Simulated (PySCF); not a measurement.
**A small calculation by hand: refractive index and permittivity of the vapour**

BeFH3Si, SMILES [Be]([SiH3])[F].

The structure is a stationary point at PBE0-D3(BJ)/def2-TZVP.

PBE/def2-TZVPD in PySCF gives a mean static polarisability of 50.3 bohr³ and a dipole moment of 0.56 D. Take an ideal gas at 298.15 K and 1 bar, whether or not the substance is that volatile.

Problem. Work out n − 1 in the optical limit and the static ε − 1.

Solution. 
Polarisability volume α' = 50.3 × 0.148185 = 7.45 Å³. Number density N = p/kT = 2.43e-5 Å⁻³.
Dilute limit of Lorentz–Lorenz: n − 1 = 2π N α' = 0.0011.
Orientation term of Debye: μ²/(3kT) = 8.098 Å³ × μ²(D²) = 2.54 Å³.
ε − 1 = 4π N (α' + μ²/3kT) = 0.0031. Orientation of the dipole supplies 25 % of the static response; it can't follow optical fields. Vibrational polarisation and dispersion are left out.
